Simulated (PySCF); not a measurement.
# Electron correlation in Ti (titanium, neutral)

[Ar] 3d4, high-spin 5D determinant (an excited configuration). Computed with PySCF 2.14 in dyall-av2z (16s12p7d2f, 101 functions), with no relativity, point nucleus. Frozen: [Ar]; 4 electrons correlated; the 25 highest virtual orbitals of each spin left out.

| level | correlation energy (mhartree) |
| --- | --- |
| CCSD | -68.00 |
| (T) | -4.26 |
| CCSD(T) | -72.26 |

Diagnostics: T1 = 0.048, D1 = 0.0778, largest double amplitude 0.057.

T1 exceeds 0.03, a sign that the reference determinant is poor.

Cost of the coupled-cluster step: about 14 core-seconds, for 4 correlated electrons.

Iterations:

```
CC2 = 0
CCSD nocc = (np.int64(4), np.int64(0)), nmo = (67, 67)
frozen orbitals [[0, 1, 2, 3, 4, 5, 6, 7, 8, 76, 77, 78, 79, 80, 81, 82, 83, 84, 85, 86, 87, 88, 89, 90, 91, 92, 93, 94, 95, 96, 97, 98, 99, 100], [0, 1, 2, 3, 4, 5, 6, 7, 8, 76, 77, 78, 79, 80, 81, 82, 83, 84, 85, 86, 87, 88, 89, 90, 91, 92, 93, 94, 95, 96, 97, 98, 99, 100]]
max_cycle = 100
direct = 0
conv_tol = 1e-08
conv_tol_normt = 1e-06
diis_space = 8
diis_start_cycle = 0
Init t2, MP2 energy = -0.0582473134850374
Init E_corr(UCCSD) = -0.0582473135822921
cycle = 1  E_corr(UCCSD) = -0.0638825529445927  dE = -0.00563523936  norm(t1,t2) = 0.080742
cycle = 2  E_corr(UCCSD) = -0.0663339458410524  dE = -0.0024513929  norm(t1,t2) = 0.0309426
cycle = 3  E_corr(UCCSD) = -0.0667696127603141  dE = -0.000435666919  norm(t1,t2) = 0.0237584
cycle = 4  E_corr(UCCSD) = -0.0678080173854133  dE = -0.00103840463  norm(t1,t2) = 0.0143954
cycle = 5  E_corr(UCCSD) = -0.0678778003207833  dE = -6.97829354e-05  norm(t1,t2) = 0.0137777
cycle = 6  E_corr(UCCSD) = -0.0678150747672035  dE = 6.27255536e-05  norm(t1,t2) = 0.00835775
cycle = 7  E_corr(UCCSD) = -0.0678232137744002  dE = -8.1390072e-06  norm(t1,t2) = 0.00501095
cycle = 8  E_corr(UCCSD) = -0.0680165932466881  dE = -0.000193379472  norm(t1,t2) = 0.00291677
cycle = 9  E_corr(UCCSD) = -0.0680076699472403  dE = 8.92329945e-06  norm(t1,t2) = 0.00115831
cycle = 10  E_corr(UCCSD) = -0.0679957726837718  dE = 1.18972635e-05  norm(t1,t2) = 0.000435763
cycle = 11  E_corr(UCCSD) = -0.0679979403475792  dE = -2.16766381e-06  norm(t1,t2) = 0.000196154
cycle = 12  E_corr(UCCSD) = -0.0679989584767719  dE = -1.01812919e-06  norm(t1,t2) = 0.000104985
cycle = 13  E_corr(UCCSD) = -0.0680006499010657  dE = -1.69142429e-06  norm(t1,t2) = 4.60961e-05
cycle = 14  E_corr(UCCSD) = -0.0680008161731361  dE = -1.6627207e-07  norm(t1,t2) = 2.85657e-05
cycle = 15  E_corr(UCCSD) = -0.0680006291348406  dE = 1.87038295e-07  norm(t1,t2) = 2.14308e-05
cycle = 16  E_corr(UCCSD) = -0.0680003066816528  dE = 3.22453188e-07  norm(t1,t2) = 1.75576e-05
cycle = 17  E_corr(UCCSD) = -0.0680003024712608  dE = 4.21039202e-09  norm(t1,t2) = 1.01818e-05
cycle = 18  E_corr(UCCSD) = -0.0680002786969371  dE = 2.37743237e-08  norm(t1,t2) = 5.64029e-06
cycle = 19  E_corr(UCCSD) = -0.0680003011527829  dE = -2.24558458e-08  norm(t1,t2) = 1.90374e-06
cycle = 20  E_corr(UCCSD) = -0.0680003098279866  dE = -8.67520365e-09  norm(t1,t2) = 1.2259e-06
cycle = 21  E_corr(UCCSD) = -0.0680003166579261  dE = -6.82993948e-09  norm(t1,t2) = 9.97917e-07
UCCSD converged
E(UCCSD) = -848.3118364601288  E_corr = -0.06800031665792605
UCCSD(T) correction = -0.00426312427933311
```
